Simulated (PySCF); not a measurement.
Structure problem from calculated spectra and properties.

Formula: C6H18SSi2.

| Item | Value |
| --- | --- |
| Rotational structure | rotational constants A, B, C: 1.478, 0.595, 0.582 GHz [PBE0-D3(BJ)/def2-SVP] |
| 13C NMR | chemical shifts (computed TMS as zero) by class: 4.5 (6 C) ppm [GIAO CAM-B3LYP/pcSseg-1] |
| NMR, other nuclei | isotropic shieldings of nuclei other than C and H, by class: 323 (2 Si), 716 (1 S) ppm [GIAO CAM-B3LYP/pcSseg-1] |
| 1H NMR | chemical shifts (computed TMS as zero) by class: 0.23 (18 H) ppm [GIAO CAM-B3LYP/pcSseg-1] |
| Dipole | 1.98 D [CAM-B3LYP/pcSseg-1] |
| XPS | Si2p3/2 106.2 (×2), S2p3/2 167.7, C1s 289.9 (×6), Si1s 1846.0 (×2), S1s 2475.4 eV [ΔSCF SCAN, pcX-2 on the ionised atom, pcseg-1 elsewhere, spin-free X2C, 2p3/2 from a spin–orbit splitting computed afterwards within the 2p shell] |

Gas-phase values; electronic properties from PySCF, density fitting. Levels stand in brackets. Geometry: PBE0-D3(BJ)/def2-SVP; no solvent, vibrations or thermal averaging. NMR values are class means; diastereotopic atoms form classes of their own.

Task: Propose a structure and show how it fits.

Result: Numbering: `[CH3:1][Si:2]([CH3:3])([CH3:4])[S:5][Si:6]([CH3:7])([CH3:8])[CH3:9]`. Its formula, C6H18SSi2, gives 0 degrees of unsaturation, so no ring and no π bond. 6 carbons fall into 1 class: Si-methyl carbon [C1/C3/C4/C7/C8/C9] (4.5 ppm, 6 C). All hydrogens form one class (0.23 ppm): methyl hydrogen. The other shieldings belong to: 323 ppm, four-coordinate silicon [Si2/Si6]; 716 ppm, sulfur bonded to 2 Si [S5]. The core levels belong to: Si2p3/2 106.2 eV, four-coordinate silicon [Si2/Si6]; S2p3/2 167.7 eV, sulfur bonded to 2 Si [S5]; C1s 289.9 eV, Si-methyl carbon [C1/C3/C4/C7/C8/C9]; Si1s 1846.0 eV, four-coordinate silicon [Si2/Si6]; S1s 2475.4 eV, sulfur bonded to 2 Si [S5]. One atom of each topological class was ionised and stands for its class. The optimised geometry has point group C2 and is an asymmetric top. Structure: `C[Si](C)(C)S[Si](C)(C)C`. The assignments are read from this structure; whether some other isomer fits the data as well wasn't checked.

Shape of the structure used: `[CH3:1][Si:2]([CH3:3])([CH3:4])[S:5][Si:6]([CH3:7])([CH3:8])[CH3:9]`: C1–Si2–S5–Si6 -45°, Si2–S5–Si6–C7 -162°.
